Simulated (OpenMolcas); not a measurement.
Multiconfigurational calculation on Cu2+

Cu2+ with its 6 nearest oxide ions at 2.108 Å, on the Mg site of MgO (a = 4.2112 Å, distance in the model lattice 2.106 Å). The rest of the host is ab initio model potentials to 7.6 Å, with orthogonalisation functions on the cations behind the ligands, and point charges beyond; the distance is set by hand and nothing relaxes. Ligand basis ANO-RCC-VDZP.

Input, with the lattice sites abridged:

```
&GATEWAY
Basis set
Cu.ANO-RCC-VDZP.
Cu1 0.0 0.0 0.0 Angstrom
End of basis
Basis set
O.ANO-RCC-VDZP.
L1 2.108000 0.000000 0.000000 Angstrom
L2 0.000000 2.108000 0.000000 Angstrom
L3 0.000000 0.000000 2.108000 Angstrom
End of basis
Basis set
Mg.EMB-AIMP.Pascual.10s4p.1s1p.ECP.MgO.
PseudoCharge
* 3 symmetry-unique lattice sites within 7.6 angstrom
End of basis
Basis set
Mg.EMB-AIMP.Pascual.0s.0s.ECP.MgO.
PseudoCharge
* 40 symmetry-unique lattice sites within 7.6 angstrom
End of basis
Basis set
O.EMB-AIMP.Pascual.0s.0s.ECP.MgO.
PseudoCharge
* 55 symmetry-unique lattice sites within 7.6 angstrom
End of basis
Symmetry
XYZ
AngMom=0.0 0.0 0.0
AMFI
RICD
XField
997 Angstrom 0
* Evjen-weighted lattice charges
&SEWARD
* reference wave functions (RASSCF and RASSI steps not shown): 9 electrons in 5 orbitals (3d)
>>> COPY JOB001 $Project.JobIph
&CASPT2
Multistate=5 1 2 3 4 5
NoMult
Frozen=5 6
IPEA=0.25
Imaginary=0.1
MaxIter=60
WThr=0.0 0.3 0.05
PrWF=0.5
NoMix
```

Launched by
```bash
OMP_NUM_THREADS=1 MOLCAS_MEM=2457 MOLCAS_PROJECT=a pymolcas a.inp > a.log  # once for each step of the input, in one work folder
```

Output, cut to the results:

```
--- CASPT2 ---
Orbital specifications:
      -----------------------

      Symmetry species                           1   2
                                                ag  au
      Frozen orbitals                            5   6
      Inactive orbitals                         13  15
      Active orbitals                            5   0
      Secondary orbitals                        46  52
      Deleted orbitals                           0   0
      Number of basis functions                 69  73
Type of calculation                        SS-CASPT2
      Fock operator                              state-specific
      IPEA shift                                 0.25
      Real shift                                 0.00
      Imaginary shift                            0.10
      The input orbitals will be transformed to quasi-canonical
Reference energy:       -2112.3883796206
      E2 (Non-variational):      -1.7608640321
      Shift correction:          -0.0011550296
      E2 (Variational):          -1.7620190617
      Total energy:           -2114.1503986823
      Residual norm:              0.0000003841
      Reference weight:           0.71073
      Contributions to the CASPT2 correlation energy
      Active & Virtual Only:         -0.2982110217
      One Inactive Excited:          -0.2531474351
      Two Inactive Excited:          -1.2095055752
Reference energy:       -2112.3883796205
      E2 (Non-variational):      -1.7608636341
      Shift correction:          -0.0011550288
      E2 (Variational):          -1.7620186629
      Total energy:           -2114.1503982834
      Residual norm:              0.0000003865
      Reference weight:           0.71073
      Contributions to the CASPT2 correlation energy
      Active & Virtual Only:         -0.2982107758
      One Inactive Excited:          -0.2531472441
      Two Inactive Excited:          -1.2095056141
::    CASPT2 Root  1     Total energy:  -2114.15039868
::    CASPT2 Root  2     Total energy:  -2114.15039828
::    CASPT2 Root  3     Total energy:  -2114.10450037
::    CASPT2 Root  4     Total energy:  -2114.10450037
::    CASPT2 Root  5     Total energy:  -2114.10450037
```

Spin-orbit levels above the lowest (labels of O, the rotations of Oh), with the averaged single-state CASPT2 energies on the diagonal:

| E (cm-1) | Degeneracy | Label | 2S+1 | g |
| --- | --- | --- | --- | --- |
| 0 | 4 | Γ8 | 2 |  |
| 9360 | 2 | Γ7 | 2 | 1.98 1.98 1.98 |
| 10670 | 4 | Γ8 | 2 |  |

Over all roots computed the reference weight is 0.71; a low but even weight reflects the number of correlated electrons. An orbital doublet at a regular site is open to a Jahn-Teller distortion, which this geometry leaves out. A single d shell leaves out the double-shell effect, which counts most for late 3d ions, where the CASPT2 field can be off either way by tens of per cent. Ligand-to-metal charge-transfer states are missing. With one d shell and no ligand orbital active, 10Dq can be off by tens of per cent for divalent 3d ions, low with halides held by bare charges and at times high in hosts, and the orbital part of g and χT goes as 1/10Dq. Free-ion shares, where given, are those of the reference states; single-state CASPT2 does not remix them. No measured value stands beside these numbers; the geometry was set by hand and not optimised.

The CASPT2 steps took 14 s on 1 thread of Arm Neoverse V1 (shared host); the integral step is not counted.
